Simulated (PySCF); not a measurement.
CH₅BrClNSi. Atoms are numbered in the order given.

```xyz
10

C      1.7499    -1.3589     0.3687
Si     0.2261    -0.5854    -0.3470
N     -0.8683    -1.7683    -0.9209
Cl     0.6842     0.6163    -1.9624
Br    -0.6462     0.7658     1.2203
H      1.4908    -1.9896     1.2332
H      2.2475    -1.9804    -0.3907
H      2.4477    -0.5812     0.7109
H     -1.1443    -2.5239    -0.3020
H     -1.6427    -1.4792    -1.5093
```
Charge 0, spin multiplicity 1.

The structure is a stationary point at PBE0-D3(BJ)/def2-SVP. One conformer was computed; it need not be the lowest.

Level of theory: TDA-CAM-B3LYP/def2-SVPD run with PySCF.

Vertical excitations. Gas-phase values at a fixed geometry.

```
state  energy (eV)  λ (nm)      f                                                                   main pairs
-----  -----------  ------  -----  ---------------------------------------------------------------------------
S1            6.91     179  0.046                                                               HOMO→LUMO 81 %
S2            7.16     173  0.022                                                             HOMO→LUMO+1 76 %
S3            7.22     172  0.049                                         HOMO−1→LUMO 50 %, HOMO−1→LUMO+1 37 %
S4            7.72     161  0.058      HOMO−2→LUMO 33 %, HOMO→LUMO+2 27 %, HOMO−2→LUMO+1 10 %, HOMO→LUMO+4 5 %
S5            7.86     158  0.036                      HOMO−1→LUMO+1 39 %, HOMO−1→LUMO 37 %, HOMO−1→LUMO+2 7 %
S6            8.03     154  0.081      HOMO−2→LUMO 34 %, HOMO→LUMO+5 23 %, HOMO−2→LUMO+1 13 %, HOMO→LUMO+2 6 %
S7            8.10     153  0.105      HOMO−2→LUMO+1 21 %, HOMO−3→LUMO 15 %, HOMO→LUMO+2 13 %, HOMO→LUMO+3 6 %
S8            8.30     149  0.051  HOMO−3→LUMO 28 %, HOMO−3→LUMO+1 16 %, HOMO−3→LUMO+2 10 %, HOMO−1→LUMO+2 7 %
S9            8.32     149  0.038  HOMO−4→LUMO 23 %, HOMO−1→LUMO+2 18 %, HOMO−4→LUMO+1 10 %, HOMO−4→LUMO+2 7 %
S10           8.42     147  0.038      HOMO→LUMO+3 25 %, HOMO→LUMO+4 19 %, HOMO→LUMO+7 12 %, HOMO−4→LUMO+1 6 %
T1            6.47     192      0                                                               HOMO→LUMO 69 %
T2            6.71     185      0                       HOMO−1→LUMO+1 34 %, HOMO−1→LUMO 31 %, HOMO→LUMO+1 13 %
T3            6.76     183      0                       HOMO→LUMO+1 50 %, HOMO−2→LUMO 13 %, HOMO−1→LUMO+1 11 %
T4            7.28     170      0                       HOMO−2→LUMO+1 38 %, HOMO−2→LUMO 23 %, HOMO→LUMO+1 12 %
```
Triplets are in the Tamm–Dancoff approximation.
